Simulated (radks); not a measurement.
Values are calculated unless marked as measured or tabulated.
Problem. All-electron atom: Yb in [Xe] 4f14 6s2. Level of theory: scalar-relativistic Kohn-Sham, r2SCAN, spin-polarised, spherical densities, finite nucleus; meta-GGA in the generalised Kohn-Sham scheme; Fermi nuclear charge, rms radius 5.3108 fm (a radial shooting solver on a logarithmic mesh with Libxc functionals). Some entries of the table are withheld. Estimate them.

orbital,occ.,eigenvalue (eV),r(max) (bohr),<1/r> (bohr^-1)
1s,2,-61312.64,0.01237,80.62
2s,2,-10412.00,0.07055,18.81
2p,6,-9173.719,0.05756,17.26
3s,2,-2355.865,0.1992,6.962
3p,6,-1980.730,0.1964,6.474
3d,10,-1523.467,0.1604,6.122
4s,2,-468.4208,0.4553,2.929
4p,6,(1),0.4763,2.675
4d,10,(2),0.4913,2.364
5s,2,-56.5605,1.073,1.093
5p,6,-28.4610,1.232,(3)
6s,2,-4.0093,3.340,0.3123
4f,14,-2.9923,0.4845,1.732

Solution. 
(1) 4p eigenvalue (eV): -344.7546
(2) 4d eigenvalue (eV): -181.1941
(3) 5p <1/r> (bohr^-1): 0.9016
